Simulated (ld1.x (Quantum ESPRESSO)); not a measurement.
**gold (Au): variants of one TM potential**

Base potential:

gold, norm-conserving Troullier–Martins (Kleinman–Bylander form), made with ld1.x (Quantum ESPRESSO) 7.5 (PBE, scalar-relativistic). Core [Kr] 4d10 4f14, reference 5s2 5p6 5d10 6s0.75 6p0 (charge +0.25). Waves: 5p (bound): rc 1.15 bohr; 5d (bound): rc 2.40 bohr; 5s (bound): rc 1.15 bohr. Local part: the s channel. Core correction: Bessel-smoothed model core inside 1.15 bohr.

Occupied shells without a wave of their own: 6s. They enter only through the test configuration that unscreens the potential, and ld1.x also counts them in the model core charge.

Cutoffs, loose and tight: the cutoffs (Ry, on a coarse ladder) from which the occupation-weighted sum of valence levels, in a spherical-Bessel basis at the reference potential, stays within 10 and 1 mRy of its value at 400 Ry. They do not see the model core or the augmentation charge, which bear on the density cutoff. Test errors are all-electron minus pseudo excitation energies from the reference, over the configurations 5s2 5p6 5d10 6s1 6p0; 5s2 5p6 5d10 6s0 6p0; 5s2 5p6 5d9 6s0 6p0; 5s1 5p6 5d10 6s1 6p0; 5s2 5p6 5d9 6s1 6p1; 5s2 5p6 5d10 6s0.5 6p0; 5s2 5p6 5d9 6s2 6p0. A dash means not determined; rows that change the core or the reference have their own tests.

With those shells counted twice in exchange and correlation these files are broken, and their errors move erratically; no question is asked of them.

| change | outcome | cutoff, loose | cutoff, tight | bound ghosts | largest test error (meV) |
| --- | --- | --- | --- | --- | --- |
| base | generated, misses its reference levels by 0.34 eV | 160 Ry | 230 Ry | none | -502 |
| reference 5s2 5p6 5d10 6s1 6p0 | generated, misses its reference levels by 0.32 eV | 160 Ry | 230 Ry | none | -1016 |
| wave 5p (bound): rc 1.15 bohr becomes 5p (bound): rc 1.28 bohr | generated, misses its reference levels by 0.34 eV | 140 Ry | 230 Ry | none | -502 |
| type ultrasoft; waves now 5s (bound): rc 1.15 bohr; 6s (bound): rc 1.15 bohr; 5p (bound): rc 1.15 bohr; 6p (bound): rc 1.15 bohr; 5d (bound): rcut 2.10, rcutus 2.40 bohr; 5d channel at 3.75 Ry: rcut 2.10, rcutus 2.40 bohr; local potential all-electron potential smoothed inside 0.90 bohr (lloc = -1); augmentation PSQ, inside the norm-conserving radii | failed: find_q: problem finding q | – | – | – | – |
| functional PBEsol | generated, misses its reference levels by 0.34 eV | 160 Ry | 230 Ry | none | -546 |
| all radii but the core radius scaled by about 1.08 (s 1.24, p 1.24, d 2.58 bohr) | generated, misses its reference levels by 0.64 eV | 140 Ry | 200 Ry | none | +873 |
| core correction Bessel-smoothed model core inside 0.94 bohr | generated, misses its reference levels by 0.34 eV | 160 Ry | 230 Ry | none | -502 |
| wave 5s (bound): rc 1.15 bohr becomes 5s (bound): rc 1.18 bohr | generated, misses its reference levels by 0.42 eV | 160 Ry | 230 Ry | none | -597 |
| wave 5d (bound): rc 2.40 bohr becomes 5d (bound): rc 2.84 bohr | generated, misses its reference levels by 0.34 eV | 160 Ry | 230 Ry | none | -511 |
| wave 5s (bound): rc 1.15 bohr becomes 5s (bound): rc 1.06 bohr | generated, misses its reference levels by 0.19 eV | 160 Ry | 260 Ry | none | -323 |
